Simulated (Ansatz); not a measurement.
System: C4H10Si, charge 0, multiplicity 1. 
Coordinates optimised at B3LYP-D3(BJ)/def2-TZVP (Ansatz, a quantum-chemistry and plane-wave program):
```
C
C 1 1.3342
H 2 1.0887 1 118.89
H 1 1.0902 2 117.36 3 -179.88
C 2 1.4958 3 115.27 1 -179.88
H 5 1.0905 2 111.58 3 -179.98
H 5 1.0941 6 108.47 2 -122.39
H 5 1.0941 6 108.46 7 -115.30
Si 1 1.8588 4 118.64 2 179.58
H 9 1.4855 1 108.11 4 177.73
H 9 1.4870 10 108.26 3 121.06
C 9 1.8778 10 110.26 11 118.57
H 12 1.0916 9 110.81 10 59.43
H 12 1.0919 13 108.23 9 121.99
H 12 1.0922 13 107.96 14 116.50
```

Property: atomisation energy (electronic, to ground-state atoms), in eV. Correlated levels leave the core frozen unless marked. Open shells are spin-unrestricted. Spin-orbit coupling is left out. No relativistic terms. The coupled-cluster limit lacks core correlation, which all-electron functionals hold. Basis-set limits of correlation are two-point, X^-3; Hartree-Fock from the larger set. The bracket is a focal-point correction in the basis named.

```tsv
level	program	atomisation energy (eV)	minus last row
HF/cc-pV(D+d)Z	Ansatz	44.79	-14.83
HF/cc-pV(Q+d)Z	Ansatz	45.61	-14.01
PBE-D4/def2-TZVPD	Ansatz + dftd4	60.36	0.74
BLYP/def2-TZVPD	Ansatz	58.65	-0.97
r2SCAN-D4/def2-TZVPD	Ansatz + dftd4	59.70	0.08
PBE0/6-31G*	Ansatz	59.54	-0.08
PBE0-D3(BJ)/def2-TZVP	Ansatz + dftd3	59.82	0.20
r2SCANh-D4/def2-TZVPD	Ansatz + dftd4	59.50	-0.12
r2SCAN0/def2-TZVPD	Ansatz	59.13	-0.49
HSE06-D3(BJ)/def2-TZVPD	Ansatz + dftd3	59.82	0.20
wB97X/def2-TZVPD	Ansatz	59.60	-0.02
RPA@PBE/cc-pV(T+d)Z	Ansatz	55.99	-3.63
RPA@PBE/cc-pV(Q+d)Z	Ansatz	56.65	-2.97
MP2/cc-pV(D+d)Z	Ansatz	55.87	-3.75
MP2/aug-cc-pV(T+d)Z	Ansatz	58.93	-0.69
MP2/cc-pV(T+d)Z	Ansatz	58.68	-0.94
CCSD/cc-pV(D+d)Z	Ansatz	55.01	-4.61
CCSD(T)/aug-cc-pV(D+d)Z	Ansatz	55.90	-3.72
CCSD(T)/cc-pV(Q+d)Z	Ansatz	59.11	-0.51
RI-MP2/CBS(aug-cc-pV(T+d)Z,aug-cc-pV(Q+d)Z)+[CCSD(T)-MP2]/aug-cc-pV(D+d)Z	Ansatz	59.58	-0.04
CCSD(T)/CBS(cc-pV(T+d)Z,cc-pV(Q+d)Z)	Ansatz	59.62	0.00
```
